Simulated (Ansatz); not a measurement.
Ansatz (a quantum-chemistry and plane-wave program) input (HF/3-21G): The .json file is the Basis Set Exchange's 3-21G.

Ansatz 0.2 input:
```yaml
crystal:
  periodic: [false, false, false]
  atoms:
    - {symbol: Sr, position_ang: [-0.00000000, -0.00000000, -0.42582700]}
    - {symbol: O, position_ang: [0.00000000, 0.00000000, 1.69169800]}
    - {symbol: H, position_ang: [0.00000000, 0.00000000, 2.64785100]}
basis:
  gaussian:
    orbitals: 3-21G.json
hamiltonian:
  xc: {name: HF}
magnetization: {spin_polarized: true, initial_magnetization: 1}
relax: {f_tol: 0.003, max_steps: 120}
```

From the output:

```
354 factors; integrals over basis functions are off by at most 2.0e-4 eV
mean field: 0.11 GiB planned
mean field evaluation 128: about -86862.0358 eV, gradient 1.0e-5 eV
mean field -86862.03576192 eV, -3192.1209370479 hartree, gradient 1.7e-5 eV, S^2 0.751542; 0 other end points of the search recorded, 0 dependent functions left out
the calculation of the forces begins
reference -86862.03576192 eV, -3192.1209370479 hartree; 24, 23 occupied and 14, 15 virtual orbitals, 354 factors
relax step   4: F+E_penalty+E_count = -86862.03576192 eV  Δ(F+E_penalty+E_count) = -2.885e-5 eV  max|allowed force component| = 3.871e-3 eV/Å  Δτ_max = 0.0013 Å  (37 SCF iters, accepted)
these checks for a lower state are left out or cut short: starts, cluster_reference, orbital_swaps, neighbouring_geometries, increment
integrals: 0.00 GiB planned
354 factors; integrals over basis functions are off by at most 2.0e-4 eV
mean field: 0.11 GiB planned
mean field -86862.03576206 eV, -3192.1209370531 hartree, gradient 1.7e-5 eV, S^2 0.751542; 0 other end points of the search recorded, 0 dependent functions left out
the calculation of the forces begins
reference -86862.03576206 eV, -3192.1209370531 hartree; 24, 23 occupied and 14, 15 virtual orbitals, 354 factors
relax step   5: F+E_penalty+E_count = -86862.03576206 eV  Δ(F+E_penalty+E_count) = -1.396e-7 eV  max|allowed force component| = 4.387e-5 eV/Å  Δτ_max = 0.0001 Å  (38 SCF iters, accepted)
integrals: 0.00 GiB planned
354 factors; integrals over basis functions are off by at most 2.0e-4 eV
mean field: 0.11 GiB planned
mean field evaluation 160: about -86862.0358 eV, gradient 5.5e-3 eV
mean field evaluation 192: about -86859.3623 eV, gradient 7.3e-1 eV
mean field evaluation 224: about -86859.2096 eV, gradient 9.6e-1 eV
mean field evaluation 256: about -86862.0187 eV, gradient 9.2e-1 eV
mean field -86862.03576206 eV, -3192.1209370531 hartree, gradient 1.7e-5 eV, S^2 0.751542; 1 other end points of the search recorded, 0 dependent functions left out
the calculation of the forces begins
reference -86862.03576206 eV, -3192.1209370531 hartree; 24, 23 occupied and 14, 15 virtual orbitals, 354 factors
Total energy: -86862.03576206 eV, -3192.1209370531 hartree
Atom 0 at    -0.000000    -0.000000    -0.473661 Å, force     0.000000    -0.000000     0.000001 eV/Å
Atom 1 at     0.000000     0.000000     1.714062 Å, force    -0.000000    -0.000000    -0.000044 eV/Å
Atom 2 at    -0.000000    -0.000000     2.673321 Å, force    -0.000000     0.000000     0.000043 eV/Å
Dipole moment:    -0.000000    -0.000000    -0.273512 e Å
```

The geometry given is a B3LYP-D3(BJ)/def2-TZVP minimum.
